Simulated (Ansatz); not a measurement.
Program: Ansatz. Geometries: PBE0-D4/def2-TZVP. ΔE: electronic, gas phase. CCSD(T)/CBS is the MP2 limit (def2-TZVPP, def2-QZVPP) plus CCSD(T) − MP2 in def2-TZVPP, frozen cores. DFT in def2-TZVPP. B3LYP here is the variant with VWN-RPA as its local correlation; programs differ in this. One conformer a species, not always the lowest.

Consider the formal exchange of groups at the Si–O bond: `[CH3][AlH][O][SiH2][SiH3]` + `FC[SiH3]` → `FC([SiH3])[SiH2][SiH3]` + `[CH3][AlH][OH]`.

```json
{"level": "PBE-D4", "ΔE (kcal/mol)": "23.5", "difference from CCSD(T)/CBS": "-3.7"}
{"level": "r2SCAN-D4", "ΔE (kcal/mol)": "26.8", "difference from CCSD(T)/CBS": "-0.4"}
{"level": "B3LYP-D4", "ΔE (kcal/mol)": "27.7", "difference from CCSD(T)/CBS": "0.5"}
{"level": "ωB97M-V", "ΔE (kcal/mol)": "26.7", "difference from CCSD(T)/CBS": "-0.5"}
{"level": "r2SCAN", "ΔE (kcal/mol)": "26.8", "difference from CCSD(T)/CBS": "-0.4"}
{"level": "B3LYP", "ΔE (kcal/mol)": "28.6", "difference from CCSD(T)/CBS": "1.4"}
{"level": "HF/def2-TZVPP", "ΔE (kcal/mol)": "34.4", "difference from CCSD(T)/CBS": "7.2"}
{"level": "MP2/def2-TZVPP", "ΔE (kcal/mol)": "27.7", "difference from CCSD(T)/CBS": "0.5"}
{"level": "SCS-MP2/def2-TZVPP", "ΔE (kcal/mol)": "29.0", "difference from CCSD(T)/CBS": "1.8"}
{"level": "CCSD/def2-TZVPP", "ΔE (kcal/mol)": "28.4", "difference from CCSD(T)/CBS": "1.2"}
{"level": "CCSD(T)/def2-TZVPP", "ΔE (kcal/mol)": "27.4", "difference from CCSD(T)/CBS": "0.2"}
{"level": "MP2/def2-QZVPP", "ΔE (kcal/mol)": "27.7", "difference from CCSD(T)/CBS": "0.5"}
{"level": "SCS-MP2/def2-QZVPP", "ΔE (kcal/mol)": "29.0", "difference from CCSD(T)/CBS": "1.8"}
{"level": "HF/CBS(def2)", "ΔE (kcal/mol)": "35.0", "difference from CCSD(T)/CBS": "7.8"}
{"level": "MP2/CBS(def2)", "ΔE (kcal/mol)": "27.4", "difference from CCSD(T)/CBS": "0.2"}
{"level": "CCSD/CBS(def2)", "ΔE (kcal/mol)": "28.2", "difference from CCSD(T)/CBS": "1.0"}
{"level": "CCSD(T)/CBS", "ΔE (kcal/mol)": "27.2", "difference from CCSD(T)/CBS": "0"}
```

Largest T1 diagnostic among the species: 0.013.

In def2-TZVPP, CCSD(T) changes the Hartree–Fock value by −7.0 kcal/mol (the triples alone add −1.1 kcal/mol) and MP2 by −6.7 kcal/mol. The D4 term adds −0.9 kcal/mol with B3LYP and −0.4 kcal/mol with PBE0; it sums over pairs of atoms, weighted by their polarisabilities, and B3LYP, whose exchange is more repulsive, gets the larger term. From PBE to PBE0 (25 % exact exchange), in def2-TZVPP and without D4, ΔE moves by +1.9 kcal/mol.
